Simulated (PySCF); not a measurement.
Match the calculated data to a structure.

All candidates are C4H9F3Si2.

| technique | computed result |
| --- | --- |
| XPS | Si2p3/2 106.4, Si2p3/2 106.5, C1s 290.4, C1s 290.9, C1s 291.1, C1s 297.9, F1s 693.6 (×3), Si1s 1846.1, Si1s 1846.2 eV [ΔSCF SCAN, pcX-2 on the ionised atom, pcseg-1 elsewhere, spin-free X2C, 2p3/2 from a spin–orbit splitting computed afterwards within the 2p shell] |
| Triplet | lowest triplet excitation (Tamm–Dancoff): 5.84 eV [TDA B3LYP/def2-SVPD] |
| NMR, other nuclei | isotropic shieldings of nuclei other than C and H, by class: 257 (3 F), 419 (1 Si), 419 (1 Si) ppm [GIAO B97-2/pcSseg-1] |
| Dipole | 2.59 D [B3LYP/def2-SVPD] |
| Rotational structure | rotational constants A, B, C: 2.168, 0.740, 0.631 GHz [PBE0-D3(BJ)/def2-SVP] |
| Valence photoelectron | vertical ionisation energy: 9.74 eV [ΔSCF B3LYP/def2-SVPD] |
| 13C NMR | chemical shifts (computed TMS as zero) by class: 132.2 (1 C), 36.1 (1 C), 27.6 (1 C), 10.9 (1 C) ppm [GIAO B97-2/pcSseg-1] |

The electronic properties come from PySCF, for the isolated species, density fitting. Levels stand in brackets. The structure is a single PBE0-D3(BJ)/def2-SVP conformer in the gas phase; no vibrational or solvent corrections. Each NMR value is the plain mean over a class of atoms that symmetry, rotation or inversion makes alike.

Problem. Which candidate is it?
A. `FC(F)=C(F)[C@@H]([SiH3])C[SiH3]`
B. `C[Si@H]1C[Si@H](C(F)(F)F)C1`
C. `FC(F)(F)[C@@H]1CC[SiH2][SiH2]1`
D. `C[SiH2]/C=C(/[SiH3])C(F)(F)F`

Solution. C. It is `FC(F)(F)[C@@H]1CC[SiH2][SiH2]1`. Numbering: `[F:1][C:2]([F:3])([F:4])[C@@H:5]1[CH2:6][CH2:7][SiH2:8][SiH2:9]1`. Its formula, C4H9F3Si2, gives 1 degree of unsaturation: 1 ring and 0 π bonds in the structure found. 4 carbons fall into 4 classes; from least to most shielded: CF3 carbon [C2] (132.2 ppm), ring sp3 carbon bound to silicon [C5] (36.1 ppm), ring CH2 carbon [C6] (27.6 ppm), ring sp3 carbon bound to silicon [C7] (10.9 ppm). The other shieldings belong to: 257 ppm, fluorine of a CF3 group [F1/F3/F4]; 419 ppm, SiH2 silicon [Si8]; 419 ppm, SiH2 silicon [Si9]. The core levels belong to: Si2p3/2 106.4 eV, SiH2 silicon [Si8]; Si2p3/2 106.5 eV, SiH2 silicon [Si9]; C1s 290.4 eV, sp3 carbon bound to silicon [C7]; C1s 290.9 eV, sp3 carbon bound to silicon [C5]; C1s 291.1 eV, ring CH2 carbon [C6]; C1s 297.9 eV, CF3 carbon [C2]; F1s 693.6 eV, fluorine of a CF3 group [F1/F3/F4]; Si1s 1846.1 eV, SiH2 silicon [Si8]; Si1s 1846.2 eV, SiH2 silicon [Si9]. One atom of each topological class was ionised and stands for its class. The first electron is taken from the HOMO, whose largest Löwdin shares are 0.29 on an SiH2 silicon, 0.28 on an SiH2 silicon, 0.12 on an sp3 carbon bound to silicon and 0.08 on an sp3 carbon bound to silicon. The optimised geometry has point group C1 and is an asymmetric top.

The others, at the same levels:
- `C[Si@H]1C[Si@H](C(F)(F)F)C1` fails: it has 3 carbon classes against 4; its computed 13C shifts are 134.3 (1 C), 1.5 (1 C), -3.2 (2 C) ppm, core binding energies are Si2p3/2 106.5, Si2p3/2 106.8, C1s 289.7 (×2), C1s 290.3, C1s 297.0, F1s 693.4 (×3), Si1s 1846.3, Si1s 1846.6 eV and lowest triplet excitation (Tamm–Dancoff) is 6.34 eV (against 5.84 eV).
- `C[SiH2]/C=C(/[SiH3])C(F)(F)F` fails: its computed 13C shifts are 160.6 (1 C), 152.3 (1 C), 128.8 (1 C), -5.1 (1 C) ppm, core binding energies are Si2p3/2 106.6, Si2p3/2 107.0, C1s 290.3, C1s 290.5, C1s 290.8, C1s 298.0, F1s 693.8 (×3), Si1s 1846.4, Si1s 1846.7 eV and vertical ionisation energy is 10.07 eV (against 9.74 eV).
- `FC(F)=C(F)[C@@H]([SiH3])C[SiH3]` fails: its computed 13C shifts are 157.2 (1 C), 137.0 (1 C), 19.8 (1 C), 10.8 (1 C) ppm, core binding energies are Si2p3/2 106.8, Si2p3/2 106.8, C1s 290.5, C1s 291.1, C1s 293.1, C1s 295.0, F1s 693.3, F1s 694.1, F1s 694.2, Si1s 1846.5, Si1s 1846.6 eV and vertical ionisation energy is 9.16 eV (against 9.74 eV).

Each candidate is one conformer, not necessarily the lowest. The conformers computed, where there is a choice (atom-mapped SMILES and torsion angles):
- `[CH3:1][Si@H:2]1[CH2:3][Si@H:4]([C:5]([F:6])([F:7])[F:8])[CH2:9]1`: C3–Si4–C5–F6 -166°
- `[CH3:1][SiH2:2]/[CH:3]=[C:4](/[SiH3:5])[C:6]([F:7])([F:8])[F:9]`: C1–Si2–C3–C4 -84°, C3–C4–C6–F7 31°
- `[F:1][C:2]([F:3])=[C:4]([F:5])[C@@H:6]([SiH3:7])[CH2:8][SiH3:9]`: C2–C4–C6–Si7 117°, C4–C6–C8–Si9 178°

The conformers of `FC(F)(F)[C@@H]1CC[SiH2][SiH2]1` aren't listed.
